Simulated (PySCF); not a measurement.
# Multinuclear NMR of C5H4F4O

Geometry:
| atom | x (Å) | y (Å) | z (Å) |
| --- | --- | --- | --- |
| F1 | -0.039 | 2.262 | -0.638 |
| C2 | 0.334 | 1.036 | -0.313 |
| C3 | -0.427 | -0.001 | 0.020 |
| C4 | -1.909 | -0.110 | 0.124 |
| F5 | -2.295 | -0.442 | 1.369 |
| F6 | -2.389 | -1.075 | -0.682 |
| F7 | -2.549 | 1.015 | -0.194 |
| C8 | 0.470 | -1.172 | 0.309 |
| O9 | 1.792 | -0.698 | 0.097 |
| C10 | 1.784 | 0.664 | -0.281 |
| H11 | 0.362 | -1.521 | 1.345 |
| H12 | 0.269 | -2.016 | -0.364 |
| H13 | 2.258 | 0.789 | -1.264 |
| H14 | 2.339 | 1.267 | 0.451 |

PySCF 2.14.0 with density-fitted response routines calculation with GFN2-xTB geometry, spin–spin couplings from B3LYP/pcJ-1 (spin–dipole term only in couplings to heteroatoms) and NMR shieldings at PBE0/pcSseg-1/GIAO; a single conformation, no solvent, equivalent nuclei averaged, non-relativistic Hamiltonian.

Q: What are the ¹⁹F shifts?

A: 
| atoms | environment | σ (ppm) | δ (ppm) |
| --- | --- | --- | --- |
| F5/F6/F7 | fluorine of a CF3 group | 249.7 | -64.7 |
| F1 | vinylic fluorine | 299.3 | -124.1 |

Shieldings were converted by a linear fit to measured shifts: ¹⁹F: δ = 146.13 − 0.903σ +14.6 on sp3 carbon (rms 6.0 ppm, 223 shifts, 7.0 ppm with the 5 outliers that the fit left out vs CFCl3, solution or neat liquid). Occasional misses reach two or three times the rms, and more in compound classes unlike the fitted ones. Couplings are scaled by factors fitted to measured values: ²J(H,H) × 0.95 (rms 1.3 Hz), ¹J(C,F) × 0.77 (rms 8.7 Hz), ²J(C,F) × 1.14 (rms 1.9 Hz, 10.1 with 1 outliers), ³J(C,F) × 1.46 (rms 1.5 Hz); all others are unscaled and can be 10–30 % off.

Couplings (the largest are listed; each averaged over equivalent pairs): ¹J(F1,C2) = -287.3 Hz, ¹J(C4,F5) = -257.8 Hz, ²J(F5,F6) = 83.3 Hz, ²J(C3,F5) = 41.4 Hz, ²J(F1,C10) = 20.7 Hz, ²J(F1,C3) = 1.0 Hz, ³J(F1,O9) = 10.6 Hz, ³J(F1,C8) = 5.8 Hz, ³J(F1,H13) = -5.8 Hz, ³J(F1,C4) = -5.1 Hz, ³J(C2,F5) = 3.3 Hz.

On a 400 MHz spectrometer ¹⁹F resonates near 376.4 MHz, so 1 ppm is 376.4 Hz.

Q: Where does ¹⁷O resonate?

A: 
```tsv
atoms	environment	σ (ppm)	δ (ppm)
O9	ether oxygen	332.0	-35.7
```

Shieldings were converted by a linear fit to measured shifts: ¹⁷O (scatter 10.7 ppm rms, 12.2 ppm with the 3 outliers that the fit left out vs liquid water, solution or neat liquid). Occasional misses reach two or three times the rms, and more in compound classes unlike the fitted ones. Couplings are scaled by factors fitted to measured values: ²J(H,H) × 0.95 (rms 1.3 Hz), ¹J(C,F) × 0.77 (rms 8.7 Hz), ²J(C,F) × 1.14 (rms 1.9 Hz, 10.1 with 1 outliers), ³J(C,F) × 1.46 (rms 1.5 Hz); all others are unscaled and can be 10–30 % off.

Couplings (the largest are listed; each averaged over equivalent pairs; quadrupolar broadening usually hides them): ²J(O9,H13) = -9.5 Hz, ²J(O9,H11) = -9.3 Hz, ³J(F1,O9) = 10.6 Hz.

On a 400 MHz spectrometer ¹⁷O resonates near 54.2 MHz, so 1 ppm is 54.2 Hz.
